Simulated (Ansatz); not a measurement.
```yaml
crystal:
  periodic: [false, false, false]
  atoms:
    - {symbol: Si, position_ang: [-1.354701, 0.276899, 1.296839]}
    - {symbol: C, position_ang: [-0.152535, -1.058601, 0.773624]}
    - {symbol: Si, position_ang: [1.180150, -0.461880, -0.406228]}
    - {symbol: Sb, position_ang: [0.117405, 0.583563, -2.510809]}
    - {symbol: H, position_ang: [-2.113053, 0.759489, 0.109979]}
    - {symbol: H, position_ang: [-2.328364, -0.233008, 2.299286]}
    - {symbol: H, position_ang: [-0.624176, 1.430387, 1.886598]}
    - {symbol: H, position_ang: [-0.714927, -1.866753, 0.294125]}
    - {symbol: H, position_ang: [0.329304, -1.481030, 1.662002]}
    - {symbol: H, position_ang: [2.063386, 0.511096, 0.290999]}
    - {symbol: H, position_ang: [2.020081, -1.604546, -0.863508]}
    - {symbol: H, position_ang: [1.667658, 1.017183, -3.084604]}
    - {symbol: H, position_ang: [-0.069930, 2.092403, -1.733503]}
basis:
  gaussian: {orbitals: x2c-TZVPPall}
magnetization: {spin_polarized: true, initial_magnetization: 2}
hamiltonian: {xc: {name: HF}}
correlation: {method: mp2, frozen_orbitals: {Si: 0}}
```

```sh
$ ansatz run in.yaml --threads 4 --pin off --events-out ev --progress --plain --max-ram 10444MiB
```

It prints (some lines left out):

```
Functional definition: HF
  name "HF"
  cite "Fock, Z. Phys. 61, 126 (1930) doi:10.1007/BF01340294"
  parent pbe
  exchange = exact_x
  correlation = 0
Error: "frozen_orbitals" has no count for C
```

In this input frozen orbitals are typed for one element alone, and the program wants a count for each. The program refused the input.
